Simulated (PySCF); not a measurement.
PySCF input for Al(Cl)(GeH3)(Me) (CH6AlClGe), SMILES [CH3][Al]([Cl])[GeH3], TDDFT-PBE/def2-SVPD. Geometry: B3LYP-D3(BJ)/def2-SVP. The structure was generated by enumeration; whether it is a known compound was not checked.

```python
import numpy as np
from pyscf import gto, scf, dft, tdscf

mol = gto.M(
    atom='''
    Al   -0.05437794    0.46953709   -0.72228189
    Cl    1.87484396    0.13268812   -1.54608172
    Ge   -0.53232793   -0.66121479    1.42463135
    H    -0.43154046   -2.19963430    1.29494194
    H     0.47003079   -0.24514644    2.52708788
    H    -1.94963813   -0.34573483    1.96002921
    C    -1.27429690    1.64768780   -1.68388121
    H    -2.30915266    1.26604967   -1.66482494
    H    -0.97162644    1.79775995   -2.73231244
    H    -1.29323221    2.63977202   -1.19678396
    ''',
    basis='def2-SVPD',
    charge=0,
    spin=0,
    max_memory=1600,
    verbose=4,
)
mf = dft.RKS(mol, xc='pbe').density_fit(auxbasis='def2-universal-jkfit')
mf.grids.level = 3
mf.conv_tol = 1e-9
mf.max_cycle = 100
mf.kernel()
mf.grids = dft.Grids(mol).set(level=1).build(with_non0tab=True)  # coarser grid for the response kernel
td = tdscf.TDDFT(mf)
td.singlet = True
td.nstates = 10
td.conv_tol = 1e-4
td.positive_eig_threshold = 1e-6
td.kernel(x0=td.get_init_guess(mf, 15))
td.analyze()
tt = tdscf.TDA(mf)
tt.singlet = False
tt.nstates = 4
tt.conv_tol = 1e-4
tt.positive_eig_threshold = 1e-6
tt.kernel(x0=tt.get_init_guess(mf, 9))
tt.analyze(verbose=3)
```

Program output:

```
PySCF version 2.14.0

[INPUT] verbose = 4
[INPUT] num. atoms = 10
[INPUT] num. electrons = 74
[INPUT] charge = 0
[INPUT] spin (= nelec alpha-beta = 2S) = 0
[INPUT] symmetry False subgroup None
[INPUT] Mole.unit = angstrom
[INPUT] Symbol           X                Y                Z      unit          X                Y                Z       unit  Magmom
[INPUT]  1 Al    -0.054377940000   0.469537090000  -0.722281890000 AA   -0.102759413818   0.887296505425  -1.364914956833 Bohr   0.0
[INPUT]  2 Cl     1.874843960000   0.132688120000  -1.546081720000 AA    3.542941610695   0.250744206783  -2.921671016996 Bohr   0.0
[INPUT]  3 Ge    -0.532327930000  -0.661214790000   1.424631350000 AA   -1.005953996157  -1.249514862612   2.692163079969 Bohr   0.0
[INPUT]  4 H     -0.431540460000  -2.199634300000   1.294941940000 AA   -0.815493281069  -4.156706401199   2.447085613813 Bohr   0.0
[INPUT]  5 H      0.470030790000  -0.245146440000   2.527087880000 AA    0.888229463213  -0.463259632012   4.775503985908 Bohr   0.0
[INPUT]  6 H     -1.949638130000  -0.345734830000   1.960029210000 AA   -3.684282107709  -0.653344140423   3.703918403048 Bohr   0.0
[INPUT]  7 C     -1.274296900000   1.647687800000  -1.683881210000 AA   -2.408072142382   3.113678680787  -3.182074313201 Bohr   0.0
[INPUT]  8 H     -2.309152660000   1.266049670000  -1.664824940000 AA   -4.363666107211   2.392487136396  -3.146063181945 Bohr   0.0
[INPUT]  9 H     -0.971626440000   1.797759950000  -2.732312440000 AA   -1.836107866986   3.397273943212  -5.163322198342 Bohr   0.0
[INPUT] 10 H     -1.293232210000   2.639772020000  -1.196783960000 AA   -2.443854692366   4.988446149090  -2.261593914672 Bohr   0.0

nuclear repulsion = 364.664938507982
number of shells = 67
number of NR pGTOs = 257
number of NR cGTOs = 157
basis = def2-SVPD
ecp = {}


******** <class 'pyscf.df.df_jk.DFRKS'> ********
method = DFRKS
initial guess = minao
damping factor = 0
level_shift factor = 0
DIIS = <class 'pyscf.scf.diis.CDIIS'>
diis_start_cycle = 1
diis_space = 8
diis_damp = 0
SCF conv_tol = 1e-09
SCF conv_tol_grad = None
SCF max_cycles = 100
direct_scf = False
XC library pyscf.dft.libxc version 7.1.2
    S. Lehtola, C. Steigemann, M. J. T. Oliveira, and M. A. L. Marques,  SoftwareX 7, 1–5 (2018)
XC functionals = pbe
    J. P. Perdew, K. Burke, and M. Ernzerhof,  Phys. Rev. Lett. 77, 3865 (1996)
    J. P. Perdew, K. Burke, and M. Ernzerhof,  Phys. Rev. Lett. 78, 1396 (1997)
    J. P. Perdew, K. Burke, and M. Ernzerhof,  Phys. Rev. Lett. 77, 3865 (1996)
    J. P. Perdew, K. Burke, and M. Ernzerhof,  Phys. Rev. Lett. 78, 1396 (1997)
radial grids:
    Treutler-Ahlrichs [JCP 102, 346 (1995); DOI:10.1063/1.469408] (M4) radial grids

becke partition: Becke, JCP 88, 2547 (1988); DOI:10.1063/1.454033
pruning grids: <function nwchem_prune>
grids dens level: 3
symmetrized grids: False
atomic radii adjust function: <function treutler_atomic_radii_adjust>
small_rho_cutoff = 0
Set gradient conv threshold to 3.16228e-05
Initial guess from minao.
tot grids = 131672
init E= -2819.50306820691
  HOMO = -0.278430312483994  LUMO = -0.099515630443912  gap/eV = 4.86852
cycle= 1 E= -2820.12041369264  delta_E= -0.617  |g|= 0.692  |ddm|= 3.58
  HOMO = -0.192229944669688  LUMO = -0.0894466673402792  gap/eV = 2.79688
cycle= 2 E= -2819.96148154081  delta_E= 0.159  |g|= 1.02  |ddm|= 1.86
  HOMO = -0.232859661709659  LUMO = -0.0831383954789842  gap/eV = 4.07412
cycle= 3 E= -2820.21077568574  delta_E= -0.249  |g|= 0.114  |ddm|= 1.35
  HOMO = -0.239005232092815  LUMO = -0.0866703395194262  gap/eV = 4.14524
cycle= 4 E= -2820.21530007294  delta_E= -0.00452  |g|= 0.0226  |ddm|= 0.217
  HOMO = -0.240453164637508  LUMO = -0.0877050265207906  gap/eV = 4.15649
cycle= 5 E= -2820.21537148119  delta_E= -7.14e-05  |g|= 0.0119  |ddm|= 0.0389
  HOMO = -0.239504347367721  LUMO = -0.0871047570149543  gap/eV = 4.14700
cycle= 6 E= -2820.21541763163  delta_E= -4.62e-05  |g|= 0.00201  |ddm|= 0.0202
  HOMO = -0.239499597221021  LUMO = -0.0871479542819462  gap/eV = 4.14570
cycle= 7 E= -2820.21541898858  delta_E= -1.36e-06  |g|= 0.000536  |ddm|= 0.00397
  HOMO = -0.239514811805719  LUMO = -0.0871314652713471  gap/eV = 4.14656
cycle= 8 E= -2820.21541908109  delta_E= -9.25e-08  |g|= 0.000133  |ddm|= 0.00115
  HOMO = -0.239514672396655  LUMO = -0.0871381683550987  gap/eV = 4.14638
cycle= 9 E= -2820.215419086  delta_E= -4.9e-09  |g|= 3.81e-05  |ddm|= 0.000269
  HOMO = -0.239516407028003  LUMO = -0.0871382288343754  gap/eV = 4.14642
cycle= 10 E= -2820.2154190864  delta_E= -4.09e-10  |g|= 6.23e-06  |ddm|= 6.32e-05
  HOMO = -0.239515636029294  LUMO = -0.0871378411507275  gap/eV = 4.14641
Extra cycle  E= -2820.21541908641  delta_E= -1.82e-12  |g|= 7.57e-06  |ddm|= 2.03e-05
converged SCF energy = -2820.21541908641
tot grids = 40096
Overwritten attributes  positive_eig_threshold  of <class 'pyscf.tdscf.rks.CasidaTDDFT'>


******** <class 'pyscf.tdscf.rks.CasidaTDDFT'> for <class 'pyscf.df.df_jk.DFRKS'> ********
nstates = 10 singlet
deg_eia_thresh = 1.000e-03
wfnsym = None
conv_tol = 0.0001
eigh lindep = 1e-12
eigh level_shift = 0
eigh max_cycle = 100


Excitation energies (eV)
[4.3247764  5.53242276 5.62800595 5.77275374 5.91515774 6.11098009
 6.12130657 6.24599213 6.66382178 6.73274294]

** Singlet excitation energies and oscillator strengths **
Excited State   1:      4.32478 eV    286.68 nm  f=0.0066
      37 -> 38        0.70152
Excited State   2:      5.53242 eV    224.10 nm  f=0.1902
      37 -> 39       -0.68261
      37 -> 42        0.10872
Excited State   3:      5.62801 eV    220.30 nm  f=0.0029
      34 -> 38        0.26102
      36 -> 38        0.64832
Excited State   4:      5.77275 eV    214.77 nm  f=0.0035
      32 -> 38       -0.12844
      34 -> 38       -0.64704
      36 -> 38        0.24090
Excited State   5:      5.91516 eV    209.60 nm  f=0.0476
      35 -> 38       -0.67993
Excited State   6:      6.11098 eV    202.89 nm  f=0.0145
      32 -> 38       -0.10558
      33 -> 38        0.44948
      37 -> 40        0.51037
Excited State   7:      6.12131 eV    202.55 nm  f=0.0089
      32 -> 38        0.67621
      36 -> 38        0.10242
Excited State   8:      6.24599 eV    198.50 nm  f=0.0536
      33 -> 38       -0.50019
      37 -> 40        0.44071
      37 -> 42       -0.13450
Excited State   9:      6.66382 eV    186.06 nm  f=0.0006
      36 -> 39        0.61483
      37 -> 41       -0.33151
Excited State  10:      6.73274 eV    184.15 nm  f=0.0057
      34 -> 39        0.25401
      35 -> 39        0.29736
      36 -> 39        0.22956
      37 -> 41        0.51653
      37 -> 42        0.14607

** Transition electric dipole moments (AU) **
state          X           Y           Z        Dip. S.      Osc.
  1        -0.0881     -0.1811     -0.1458      0.0618      0.0066
  2         0.0174     -0.6503      0.9899      1.4031      0.1902
  3         0.0496      0.1144      0.0744      0.0211      0.0029
  4         0.0401      0.1375      0.0646      0.0247      0.0035
  5         0.3122      0.1667     -0.4510      0.3287      0.0476
  6        -0.2117     -0.0773      0.2153      0.0971      0.0145
  7         0.0512      0.1862      0.1491      0.0595      0.0089
  8        -0.4244      0.3376     -0.2377      0.3506      0.0536
  9        -0.0611      0.0015      0.0040      0.0037      0.0006
 10        -0.0808     -0.1378      0.0954      0.0346      0.0057

** Transition velocity dipole moments (imaginary part, AU) **
state          X           Y           Z        Dip. S.      Osc.
  1        -0.0141     -0.0289     -0.0234      0.0016      0.0066
  2         0.0040     -0.1344      0.2040      0.0597      0.1957
  3         0.0100      0.0234      0.0152      0.0009      0.0028
  4         0.0085      0.0296      0.0140      0.0011      0.0036
  5         0.0680      0.0370     -0.0996      0.0159      0.0488
  6        -0.0489     -0.0149      0.0461      0.0047      0.0141
  7         0.0111      0.0419      0.0330      0.0030      0.0088
  8        -0.0976      0.0790     -0.0567      0.0190      0.0551
  9        -0.0130      0.0000      0.0012      0.0002      0.0005
 10        -0.0196     -0.0329      0.0285      0.0023      0.0061

** Transition magnetic dipole moments (imaginary part, AU) **
state          X           Y           Z
  1        -0.9344      0.2262      0.2976
  2         0.0628      0.1579      0.1099
  3         0.1619     -0.1040      0.0723
  4        -0.0332     -0.3372      0.5195
  5         0.0526      0.1598      0.0893
  6         0.1789      0.4404      0.1505
  7        -0.0704     -0.3299      0.7264
  8         0.1129      0.2709      0.2129
  9        -0.0484     -0.1188     -0.0616
 10         0.0657     -0.3932      0.0464
Overwritten attributes  positive_eig_threshold  of <class 'pyscf.tdscf.rks.TDA'>


******** <class 'pyscf.tdscf.rks.TDA'> for <class 'pyscf.df.df_jk.DFRKS'> ********
nstates = 4 triplet
deg_eia_thresh = 1.000e-03
wfnsym = None
conv_tol = 0.0001
eigh lindep = 1e-12
eigh level_shift = 0
eigh max_cycle = 100


Excitation energies (eV)
[3.82957523 4.99855083 5.30713168 5.40837732]

** Triplet excitation energies and oscillator strengths **
Excited State   1:      3.82958 eV    323.75 nm  f=0.0000
Excited State   2:      4.99855 eV    248.04 nm  f=0.0000
Excited State   3:      5.30713 eV    233.62 nm  f=0.0000
Excited State   4:      5.40838 eV    229.24 nm  f=0.0000
```

The run converged.
